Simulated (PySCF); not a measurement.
C₃H₃F₄, charge +1, multiplicity 1. Atoms are numbered in the order given.

```xyz
10

F      2.6041    -0.7768    -0.1320
C      1.6096    -0.0424     0.0138
C      0.3829    -0.5622     0.5399
C     -0.8722     0.1751     0.0062
F     -1.0397    -0.1307    -1.2661
F     -1.9182    -0.1857     0.7023
F     -0.6758     1.4833     0.1168
H      1.7674     1.0189    -0.2568
H      0.3169    -1.6609     0.4803
H      0.4605    -0.2931     1.6276
```
Charge +1, spin multiplicity 1.

Geometry: PBE0-D3(BJ)/def2-SVP. The spin state was assumed, not searched. The isomer is the one that the SMILES or the coordinates give; other isomers of the formula were not compared. One conformer was computed; it need not be the lowest.

Calculation: PBE0/pcSseg-1 (PySCF).

GIAO shieldings, no solvent; atoms listed in one row are averaged. δ = σ(ref) − σ: ¹⁹F against CFCl3 (σ = 167.2 ppm); ¹³C against TMS (σ = 186.3 ppm); ¹H against TMS (σ = 31.56 ppm), references at their B3LYP-D3(BJ)/def2-TZVP geometries, non-relativistic.

Computed chemical shifts:
```
nucleus       atoms  count  δ (ppm)
-------  ----------  -----  -------
¹⁹F              F1      1    254.5
¹⁹F      F5, F6, F7      3    -64.5
¹³C              C2      1    281.2
¹³C              C4      1    126.2
¹³C              C3      1     67.0
¹H               H8      1    10.61
¹H               H9      1     5.48
¹H              H10      1     4.95
```
